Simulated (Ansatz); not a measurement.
Cost and result up the ladder for CuSe₅ (6 atoms). Charge 0, multiplicity 2. Geometry: PBE-D4/def2-SVP.

```xyz
6

Cu   -0.712    0.552    0.735
Se    1.301    1.387   -0.620
Se   -0.893    2.188   -0.934
Se    1.408   -0.971   -1.225
Se   -1.729   -1.536    1.055
Se    0.625   -1.620    0.989
```

Ansatz on 4 threads of Arm Neoverse V2 on a shared host. Times are rough, and most runs start from the orbitals of an earlier one. PBE0-D4/def2-SVP serves as the yardstick here, not as an exact answer. Binding counts from free atoms at the same level (Cu doublet, Se triplet; other spins of the atoms weren't run), without zero-point energy or a counterpoise term.

Correlated methods freeze 54 core orbitals; core or outer-core shells of Se are correlated, in sets that lack core-valence functions. No other spin state of charge 0 was run. Another isomer (doublet) lies 0.18 eV lower at PBE0-D4/def2-SVP; other spin states weren't run for this one.

Second-order perturbation terms are unreliable where d shells bring near-degenerate states, and here MP2/def2-SVP lies more than 0.4 eV from the median of the functionals without such a term.

Correlated methods converge slowly with the basis, most of all in double-zeta sets.

```json
{"level": "revPBE-D4/def2-SVP", "functions": "191", "wall time": "7 s", "binding energy per atom (eV)": "2.54", "difference from PBE0-D4/def2-SVP (eV)": "0.16"}
{"level": "PBE-D4/def2-SVP (with forces)", "functions": "191", "wall time": "7.5 s", "binding energy per atom (eV)": "2.68", "difference from PBE0-D4/def2-SVP (eV)": "0.29"}
{"level": "r2SCAN-D4/def2-SVP", "functions": "191", "wall time": "17 s", "binding energy per atom (eV)": "2.52", "difference from PBE0-D4/def2-SVP (eV)": "0.14"}
{"level": "PBE0-D4/def2-SVP", "functions": "191", "wall time": "22 s", "binding energy per atom (eV)": "2.38", "difference from PBE0-D4/def2-SVP (eV)": "0.00"}
{"level": "B2PLYP/def2-SVP", "functions": "191", "wall time": "32 s", "binding energy per atom (eV)": "2.14", "difference from PBE0-D4/def2-SVP (eV)": "-0.25"}
{"level": "MP2/def2-SVP", "functions": "191", "wall time": "32 s", "binding energy per atom (eV)": "1.67", "difference from PBE0-D4/def2-SVP (eV)": "-0.72"}
```
